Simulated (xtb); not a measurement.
B(OH)(SeH)2 (BH₃OSe₂), SMILES OB([SeH])[SeH]. All values are semi-empirical tight-binding results from xtb (GFN2-xTB unless named), good for trends rather than for accurate numbers. Coordinates come from a GFN2-xTB optimisation. Other conformers were not sampled.

Optimised geometry:

```xyz
7

B      0.6560     0.0128     0.0000
O      1.9778     0.1044     0.0000
H      2.5554    -0.6588     0.0000
Se    -0.3437    -1.6778     0.0000
H      0.7952    -2.5650     0.0000
Se    -0.2692     1.7112     0.0000
H     -1.6149     1.1874     0.0000
```

Computed properties:
```json
{
  "point_group_as_xtb_finds_it": "Cs",
  "orbital_gap": "4.44 eV",
  "zero_point_energy": "19.9 kcal/mol",
  "G − E(el) at 298.15 K (modified RRHO)": "-0.1 kcal/mol",
  "static polarisability (D4 model)": "72.7 bohr³",
  "solvation energy, GFN2-xTB/ALPB(water)": "-7.3 kcal/mol",
  "solvation energy, GFN2-xTB/ALPB(hexane)": "-4.1 kcal/mol"
}
```

Computed atomic charges and the Wiberg bond orders between heavy atoms:
charges (e) B1 0.42, O2 -0.43, H3 0.32, Se4 -0.34, H5 0.14, Se6 -0.28, H7 0.16. Bond orders B1–O2 1.28, B1–Se4 1.03, B1–Se6 1.08.
